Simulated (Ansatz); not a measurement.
`N[SiH2]C[SeH]` + `OBF` → `N[SiH2]OBF` + `C[SeH]`  (ligand exchange at the Si–C bond)

Isolated molecules relaxed with PBE0-D4/def2-TZVP in Ansatz; ΔE leaves out vibrations. CCSD(T)/CBS is the MP2 limit (def2-TZVPP, def2-QZVPP) plus CCSD(T) − MP2 in def2-TZVPP, frozen cores. This one scheme is used for every species. Functionals use def2-TZVPP. For Se outer-core shells are correlated without core-valence functions, which leaves a few kJ/mol of doubt a bond. Scalar relativity is left out up to krypton. Each species was taken in one conformer, which may not be the lowest.

| level | ΔE (kJ/mol) |
| --- | --- |
| PBE-D4 | -87.3 |
| B2PLYP | -107.6 |
| PBE0 | -96.2 |
| CCSD/CBS(def2) | -103.2 |

Task: What does CCSD(T)/CBS give? (Best estimate.)

Result: Ansatz gave: -99.3 kJ/mol. The listed levels differ from it by 12.0, -8.3, 3.1, -3.9 kJ/mol.

Largest T1 diagnostic among the species: 0.013.

The D4 term adds +7.6 kJ/mol with B3LYP and +4.1 kJ/mol with PBE0; it sums over pairs of atoms, weighted by their polarisabilities, and B3LYP, whose exchange is more repulsive, gets the larger term. From PBE to PBE0 (25 % exact exchange), in def2-TZVPP and without D4, ΔE moves by −4.2 kJ/mol.

B3LYP here is the variant with VWN-RPA as its local correlation; programs differ in this.
